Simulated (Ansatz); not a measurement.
System: sum formula H4BN2O, net charge 0, doublet state. It need not be the lowest isomer of its formula. 
Coordinates optimised at B3LYP-D3(BJ)/def2-TZVP (Ansatz, a program for electronic structure):
```xyz
8

N     -1.2156    -0.4172    -0.5487
B     -0.0025     0.0541     0.0395
N      1.2616    -0.5746    -0.1760
O     -0.0536     1.1567     0.8452
H     -2.0733     0.0930    -0.4217
H     -1.3578    -1.3981    -0.7229
H      2.0805    -0.2480     0.3085
H      1.4703    -1.0280    -1.0499
```
Charge 0, spin multiplicity 2.

Total electronic energies in hartree. Correlated levels leave the core frozen unless marked. Open shells are spin-unrestricted. No spin-orbit coupling. No relativistic terms. CBS(X,Y): correlation extrapolated as X^-3; Hartree-Fock from the larger set. [CCSD(T)-MP2]/basis is that difference in the basis named.

```json
[
 {"level": "HF/STO-3G", "program": "Ansatz", "energy (Eh)": "-208.11655"},
 {"level": "HF/6-31G*", "program": "Ansatz", "energy (Eh)": "-210.85670"},
 {"level": "HF/cc-pwCVTZ", "program": "Ansatz", "energy (Eh)": "-210.95161"},
 {"level": "PBE-D3(BJ)/def2-TZVPD", "program": "Ansatz + dftd3", "energy (Eh)": "-211.88471"},
 {"level": "r2SCAN/def2-TZVPD", "program": "Ansatz", "energy (Eh)": "-212.02059"},
 {"level": "B3LYP/def2-TZVPD", "program": "Ansatz", "energy (Eh)": "-212.14244"},
 {"level": "PBE0/def2-TZVP", "program": "Ansatz", "energy (Eh)": "-211.88788"},
 {"level": "r2SCAN0-D4/def2-TZVPD", "program": "Ansatz + dftd4", "energy (Eh)": "-211.99534"},
 {"level": "wB97X-V/def2-TZVPD", "program": "Ansatz", "energy (Eh)": "…"},
 {"level": "B2GP-PLYP-D3(BJ)/def2-TZVPD", "program": "Ansatz + dftd3", "energy (Eh)": "-211.93163"},
 {"level": "RPA@PBE/cc-pVTZ", "program": "Ansatz", "energy (Eh)": "…"},
 {"level": "MP2/cc-pVTZ", "program": "Ansatz", "energy (Eh)": "-211.65774"},
 {"level": "MP2/CBS(cc-pVTZ,cc-pVQZ)", "program": "Ansatz", "energy (Eh)": "-211.7670"},
 {"level": "RI-MP2/CBS(aug-cc-pVTZ,aug-cc-pVQZ)", "program": "Ansatz", "energy (Eh)": "-211.7692"},
 {"level": "SCS-MP2/cc-pVTZ", "program": "Ansatz", "energy (Eh)": "-211.64954"},
 {"level": "SCS-MP2/cc-pwCVTZ", "program": "Ansatz", "energy (Eh)": "-211.66429"},
 {"level": "CCSD/cc-pVDZ", "program": "Ansatz", "energy (Eh)": "-211.47595"},
 {"level": "CCSD/aug-cc-pVTZ", "program": "Ansatz", "energy (Eh)": "-211.70481"},
 {"level": "CCSD/cc-pVTZ", "program": "Ansatz", "energy (Eh)": "-211.68840"},
 {"level": "CCSD/aug-cc-pVQZ", "program": "Ansatz", "energy (Eh)": "-211.75722"},
 {"level": "CCSD(T)/6-31G*", "program": "Ansatz", "energy (Eh)": "-211.43958"},
 {"level": "RI-MP2/CBS(cc-pVTZ,cc-pVQZ)+[CCSD(T)-MP2]/cc-pVDZ", "program": "Ansatz", "energy (Eh)": "-211.8199"},
 {"level": "CCSD(T)/CBS(aug-cc-pVTZ,aug-cc-pVQZ)", "program": "Ansatz", "energy (Eh)": "-211.8184"}
]
```

Task: Fill in the missing entries.

Result: 
- wB97X-V/def2-TZVPD, energy (Eh): -212.06100
- RPA@PBE/cc-pVTZ, energy (Eh): -212.05735
